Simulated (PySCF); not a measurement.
## LiBi, MP2: how much the basis matters

PySCF, UHF reference; triplet, unpaired electrons π ↑↑; De to Li + Bi without counterpoise correction. Frozen cores follow the default of each basis and core potential.

| basis | relativity | functions | Re (Å) | ωe (cm⁻¹) | De (eV) | frozen orbitals |
| --- | --- | --- | --- | --- | --- | --- |
| def2-SVP | scalar-relativistic core potentials | 35 | 2.727 | 375 | 0.95 | 4 |
| def2-SVPD | scalar-relativistic core potentials | 44 | 2.728 | 372 | 1.03 | 4 |
| aug-cc-pVDZ/aug-cc-pVDZ-PP | scalar-relativistic core potentials | 55 | 2.709 | 382 | 1.10 | 4 |

Question: How does each smaller set differ from the one with most functions, aug-cc-pVDZ/aug-cc-pVDZ-PP?

Answer: def2-SVP: +1.8 pm, -1.8 % in ωe, -0.15 eV in De; def2-SVPD: +1.9 pm, -2.6 % in ωe, -0.07 eV in De. All at MP2; the set with most functions is neither the basis-set limit nor always the best.

Correlated steps freeze 4 core orbitals. Correlated levels converge slowly with the basis: in double zeta they bind strong bonds too weakly, by up to about 1 eV, and carry superposition errors of some tenths. These are scalar-relativistic numbers at best; spin–orbit coupling would shift them, the dissociation energy most. The state is the lowest determinant that a PBE0 search found; another state may lie lower at other levels.
